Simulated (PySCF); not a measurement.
C₅H₈, SMILES C=C/C=C/C. Coordinates come from a PBE-D3(BJ)/def2-SVP optimisation. One conformer was computed; it need not be the lowest.

Computed equilibrium geometry at PBE-D3(BJ)/def2-SVP (PySCF confirms it by a frequency run) as bond lengths and angles, and its point group (one conformer of several):
point group Cs.
Atoms: C1 C2 C3 C4 C5 H6 H7 H8 H9 H10 H11 H12 H13. Bond lengths (Å): C1–C2 1.353, C1–H6 1.103, C1–H7 1.100, C2–C3 1.454, C2–H8 1.106, C3–C4 1.356, C3–H9 1.106, C4–C5 1.495, C4–H10 1.106, C5–H11 1.112, C5–H12 1.108, C5–H13 1.112. Bond angles (°): C2–C1–H6 121.2, C2–C1–H7 121.7, H6–C1–H7 117.2, C1–C2–C3 124.8, C1–C2–H8 119.0, C3–C2–H8 116.1, C2–C3–C4 124.4, C2–C3–H9 116.7, C4–C3–H9 118.9, C3–C4–C5 125.5, C3–C4–H10 117.9, C5–C4–H10 116.6, C4–C5–H11 111.4, C4–C5–H12 111.9, C4–C5–H13 111.4, H11–C5–H12 108.1, H11–C5–H13 105.8, H12–C5–H13 108.1.
